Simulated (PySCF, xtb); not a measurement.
Mo(NH)(F)3(Cl) (ClF₃HMoN), SMILES [NH]=[Mo]([F])([F])([F])[Cl], multiplicity 1.

Harmonic wavenumbers (cm⁻¹) from GFN2-xTB in xtb 6.7.1 at its own minimum, in rising order: 100, 183, 207, 250, 264, 272, 310, 325, 437, 489, 536, 599, 608, 1036, 3452.

Q: What does PySCF 2.14.0 with PBE-D3(BJ)/def2-SVP give at its own minimum? (The exact figures need the calculation; the answer reports its results.)

A: 97, 187, 214, 240, 258, 272, 307, 376, 460, 507, 620, 678, 694, 1058, 3546. Paired by order, the mean absolute difference is 33 cm⁻¹ and the zero-point energies are 13.0 and 13.6 kcal/mol.
